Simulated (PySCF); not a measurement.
Electron correlation in Sr²⁺ (strontium, charge +2)

[Kr], closed-shell 1S. Computed with PySCF 2.14 in ANO-RCC-VTZP (7s6p3d1f, 47 functions), with the spin-free X2C one-electron Hamiltonian (Gaussian nucleus). Frozen: [Ar] 3d10; 8 electrons correlated.

| level | correlation energy (mhartree) |
| --- | --- |
| CCSD | -187.62 |
| (T) | -3.80 |
| CCSD(T) | -191.42 |
| CCSDT | -191.71 |

Diagnostics: T1 = 0.00071, D1 = 0.0018, largest double amplitude 0.026.

Cost of the coupled-cluster step: about 0.23 core-seconds, for 8 correlated electrons.

Iterations:

```
CC2 = 0
CCSD nocc = 4, nmo = 33
frozen orbitals [0, 1, 2, 3, 4, 5, 6, 7, 8, 9, 10, 11, 12, 13]
max_cycle = 100
direct = 0
conv_tol = 1e-08
conv_tol_normt = 1e-06
diis_space = 8
diis_start_cycle = 0
Init t2, MP2 energy = -3176.8475508566  E_corr(MP2) -0.171185620427893
Init E_corr(CCSD) = -0.171185620428436
cycle = 1  E_corr(CCSD) = -0.184864911899639  dE = -0.0136792915  norm(t1,t2) = 0.0172368
cycle = 2  E_corr(CCSD) = -0.187067478154403  dE = -0.00220256625  norm(t1,t2) = 0.00393181
cycle = 3  E_corr(CCSD) = -0.187637374651794  dE = -0.000569896497  norm(t1,t2) = 0.00106033
cycle = 4  E_corr(CCSD) = -0.187622846826574  dE = 1.45278252e-05  norm(t1,t2) = 9.27779e-05
cycle = 5  E_corr(CCSD) = -0.187620834220638  dE = 2.01260594e-06  norm(t1,t2) = 8.37282e-06
cycle = 6  E_corr(CCSD) = -0.187621028893689  dE = -1.94673051e-07  norm(t1,t2) = 1.09258e-06
cycle = 7  E_corr(CCSD) = -0.187621046703915  dE = -1.78102266e-08  norm(t1,t2) = 1.38946e-07
cycle = 8  E_corr(CCSD) = -0.187621045944914  dE = 7.59001195e-10  norm(t1,t2) = 2.51622e-08
CCSD converged
E(CCSD) = -3176.86398628212  E_corr = -0.1876210459449141
CCSD(T) correction = -0.00379685802848138
```
